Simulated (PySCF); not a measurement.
SMILES O(C)[SiH2]S (CH6OSSi) (PBE/def2-SVP optimised geometry):

```
10

C      1.058    -1.379    -0.215
O      0.278    -0.217     0.000
Si    -1.401    -0.217     0.000
S     -2.112     1.806     0.000
H      0.731    -1.953    -1.114
H      2.112    -1.071    -0.373
H      1.031    -2.069     0.659
H     -1.881    -0.981    -1.209
H     -1.976    -0.815     1.255
H     -1.666     2.069    -1.261
```

Level of theory: PBE/def2-TZVP run with PySCF.

### Question
What are the frontier orbital energies and the dipole moment?

### Answer
HOMO-2 -7.41 eV, HOMO-1 -6.74 eV, HOMO -6.41 eV, LUMO -0.63 eV, LUMO+1 -0.41 eV; dipole moment 1.77 D.

Meta-Löwdin charges at PBE/def2-TZVP: C1 -0.13, O2 -0.58, Si3 0.75, S4 -0.28, H5 0.10, H6 0.13, H7 0.10, H8 -0.11, H9 -0.10, H10 0.12.
